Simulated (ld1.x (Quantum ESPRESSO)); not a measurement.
Before and after: PAW potential for Sb (Z = 51)

Sb, PAW, made with ld1.x (Quantum ESPRESSO) 7.5 (PBE, scalar-relativistic). Core [Kr] 4d10, reference 5s2 5p3. Waves: 5s (bound): rcut 1.70, rcutus 1.95 bohr; 5s channel at -0.1 Ry: rcut 1.70, rcutus 1.95 bohr; 5p (bound): rcut 1.85, rcutus 2.10 bohr; 5p channel at 0.9 Ry: rcut 1.85, rcutus 2.10 bohr; 5d channel at 0.15 Ry: rcut 1.95, rcutus 2.30 bohr. Local part: all-electron potential smoothed inside 2.25 bohr (lloc = -1). Core correction: Bessel-smoothed model core, default radius (core density twice the valence density). Augmentation charge: PSQ, radius 1.90 bohr.

Change: wave 5p channel at 0.9 Ry: rcut 1.85, rcutus 2.10 bohr becomes 5p channel at 5.6 Ry: rcut 1.85, rcutus 2.10 bohr.

Cutoffs: the cutoffs (Ry, on a coarse ladder) from which the occupation-weighted sum of valence levels, in a spherical-Bessel basis at the reference potential, stays within 10 and 1 mRy of its value at 400 Ry; they do not see the model core or the augmentation charge, which bear on the density cutoff. Errors are all-electron minus pseudo energies relative to the spin-unpolarised reference configuration.

Q: How do hardness, ghosts and transferability respond?

A: The potential gets harder (8 Ry and 18 Ry → 10 Ry and 18 Ry); the errors of the 7 common tests hardly move; neither file shows a bound ghost.

```tsv
quantity	base	changed
cutoff, loose	8 Ry	10 Ry
cutoff, tight	18 Ry	18 Ry
bound ghosts	none	none
error for 5s2 5p2, meV [ΔE 8.32 eV]	-7.9	-7.6
error for 5s2 5p1, meV [ΔE 24.28 eV]	-52	-51
error for 5s2 5p0, meV [ΔE 48.70 eV]	-192	-192
error for 5s2 5p3.3, meV [ΔE -1.16 eV]	+0.1	+0.1
error for 5s0 5p5, meV [ΔE 16.43 eV]	-45	-43
error for 5s2 5p2.5, meV [ΔE 3.26 eV]	-1.7	-1.6
error for 5s1 5p4, meV [ΔE 8.11 eV]	-12	-11
s: phases at 2.49 bohr within 0.05 rad from the reference energy up to (Ry; the scan ends near 5)	3.7	3.7
p: phases at 2.49 bohr within 0.05 rad from the reference energy up to (Ry; the scan ends near 5)	4.6	to the end of the scan
d: phases at 2.49 bohr within 0.05 rad from the reference energy up to (Ry; the scan ends near 5)	0.8	0.8
lowest overlap eigenvalue by channel	s 0.40, p 0.54, d 1.00	s 0.40, p 0.72, d 1.00
```
